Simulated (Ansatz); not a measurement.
Input and output for the cluster NbS2.

```yaml
crystal:
  periodic: [false, false, false]
  atoms:
    - {symbol: Nb, position_ang: [1.158461, -0.765336, 0.011840]}
    - {symbol: S, position_ang: [-0.583741, 0.359864, -1.035771]}
    - {symbol: S, position_ang: [-0.574720, 0.405462, 1.023932]}
basis:
  gaussian: {orbitals: STO-3G}
magnetization: {spin_polarized: true, initial_magnetization: 1}
hamiltonian: {xc: {name: BHLYP}, dispersion: d3bj}
accuracy: high
scf: {omitted_lower_state_checks: [starts]}
```

```sh
$ ansatz run in.yaml --threads 4 --pin off --events-out ev --progress --plain --max-ram 3916MiB
```

It prints (some lines left out):

```
Functional definition: BHLYP
  name "BHLYP"
  cite "Becke, J. Chem. Phys. 98, 1372 (1993) doi:10.1063/1.464304"
  cite "Becke, Phys. Rev. A 38, 3098 (1988) doi:10.1103/PhysRevA.38.3098"
  cite "Lee, Yang & Parr, Phys. Rev. B 37, 785 (1988) doi:10.1103/PhysRevB.37.785"
  parameter a = 0.5
  exchange = (1 - a)*b88_x + a*exact_x
  correlation = lyp_c
these checks for a lower state are left out or cut short: starts
880 factors; integrals over basis functions are off by at most 1.2e-8 eV
mean field evaluation 1: about -122595.9838 eV, gradient 9.0e0 eV
mean field evaluation 2: about -122593.8965 eV, gradient 2.1e1 eV
mean field evaluation 4: about -122596.9270 eV, gradient 6.8e-1 eV
mean field evaluation 8: about -122597.0180 eV, gradient 2.2e-1 eV
mean field evaluation 16: about -122597.0464 eV, gradient 9.9e-3 eV
mean field evaluation 32: about -122597.0464 eV, gradient 6.4e-6 eV
mean field -122597.19125751 eV, -4505.3636793528 hartree, gradient 5.7e-8 eV, S^2 1.482200; 0 other end points of the search recorded, 0 dependent functions left out
reference -122597.19127627 eV, -4505.3636800420 hartree; 37, 36 occupied and 8, 9 virtual orbitals, 880 factors
Total energy: -122597.45519937 eV, -4505.3733790370 hartree
Checks for a lower state left out: starts
```

It took 4.5 s on 4 threads of Arm Neoverse V2 on a shared host.

The charge 0 doublet is spin-contaminated (final ⟨S²⟩ up to 1.48, 0.75 for a pure state).
